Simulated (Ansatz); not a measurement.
Input for Ansatz (development build ahead of 0.2.0):

```yaml
crystal:
  periodic: [false, false, false]
  atoms:
    - { symbol: B, position_ang: [1.22, 0.0, 0.0] }
    - { symbol: B, position_ang: [-1.22, 0.0, 0.0] }
    - { symbol: B, position_ang: [0.0, 1.22, 0.0] }
    - { symbol: B, position_ang: [0.0, -1.22, 0.0] }
    - { symbol: B, position_ang: [0.0, 0.0, 1.22] }
    - { symbol: B, position_ang: [0.0, 0.0, -1.22] }
    - { symbol: H, position_ang: [2.42, 0.0, 0.0] }
    - { symbol: H, position_ang: [-2.42, 0.0, 0.0] }
    - { symbol: H, position_ang: [0.0, 2.42, 0.0] }
    - { symbol: H, position_ang: [0.0, -2.42, 0.0] }
    - { symbol: H, position_ang: [0.0, 0.0, 2.42] }
    - { symbol: H, position_ang: [0.0, 0.0, -2.42] }
basis:
  gaussian: { orbitals: def2-SVP }
total_charge: -2
hamiltonian:
  xc: hf
output:
  forces: true
```

The input is written out in the form of the current development build from the run's settings.

Output:

* Converged: yes
* Total energy: -151.34033 hartree

Forces (eV/Å):
```json
{"atom": "B1", "Fx": "0.113", "Fy": "0.000", "Fz": "0.000"}
{"atom": "B2", "Fx": "-0.113", "Fy": "0.000", "Fz": "0.000"}
{"atom": "B3", "Fx": "0.000", "Fy": "0.113", "Fz": "0.000"}
{"atom": "B4", "Fx": "0.000", "Fy": "-0.113", "Fz": "0.000"}
{"atom": "B5", "Fx": "0.000", "Fy": "0.000", "Fz": "0.113"}
{"atom": "B6", "Fx": "0.000", "Fy": "0.000", "Fz": "-0.113"}
{"atom": "H7", "Fx": "0.677", "Fy": "0.000", "Fz": "0.000"}
{"atom": "H8", "Fx": "-0.677", "Fy": "0.000", "Fz": "0.000"}
{"atom": "H9", "Fx": "0.000", "Fy": "0.677", "Fz": "0.000"}
{"atom": "H10", "Fx": "0.000", "Fy": "-0.677", "Fz": "0.000"}
{"atom": "H11", "Fx": "0.000", "Fy": "0.000", "Fz": "0.677"}
{"atom": "H12", "Fx": "0.000", "Fy": "0.000", "Fz": "-0.677"}
```

Caution: no unrestricted run beside it, a lower state can exist; no diffuse functions for an anion; other spin multiplicities were not run.
